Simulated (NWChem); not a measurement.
SB(F)C (CH$_{4}$BFS), optimised at PBE0/def2-SVP with NWChem:

* **highest occupied level (eV)**: -7.91
* **orbital gap (eV)**: 7.98
* **dipole (D)**: 2.17
* **highest harmonic frequency (cm⁻¹)**: 3183
* **zero-point energy (kcal/mol)**: 33.5

All stand in one matching conformer (torsions within 35°), which need not be the lowest.

Task: One B atom is replaced by Al, giving [SH][Al]([F])[CH3] (CH$_{4}$AlFS), optimised at the same level. How do these values move?

Result: 
| quantity | new value | change |
|---|---|---|
| highest occupied level (eV) | -7.73 | +0.18 |
| orbital gap (eV) | 7.45 | -0.53 |
| dipole (D) | 2.84 | +0.67 |
| highest harmonic frequency (cm⁻¹) | 3169 | -14 |
| zero-point energy (kcal/mol) | 30.0 | -3.5 |
